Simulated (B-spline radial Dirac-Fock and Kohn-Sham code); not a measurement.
# Os⁺: non-radiative channels of the N6 vacancy

System: the Os⁺ ion in the configuration 1s2 2s2 2p6 3s2 3p6 3d10 4s2 4p6 4d10 4f14 5s2 5p6 5d6 6p1 (an excited configuration).

Model: independent-particle rates on relativistic LDA orbitals of the hole state (multipoles up to L = 3, Coulomb Auger matrix elements, transition energies from Dirac-Fock). Program: a radial finite-basis atomic code. Kinetic energies are configuration averages from the vacuum level; the two-hole energies are estimated from single-hole states.

```csv
transition,kinetic energy (eV),width (meV),share (%)
N6-O4O4,20.18,63.2,37.0
N6-O4O5,21.33,98.9,57.9
N6-O5O5,22.48,4.91,2.9
N6-O4P2,33.89,1.27,0.7
N6-O4P3,34.84,2.04,1.2
```

The listed channels hold 100 % of the non-radiative rate. Summed by principal shells, of 0.171 eV in all: NOO 97.8 %, NOP 2.2 %.

Values without a named source are computed, but for edge energies of neutral atoms, which are taken from tables.
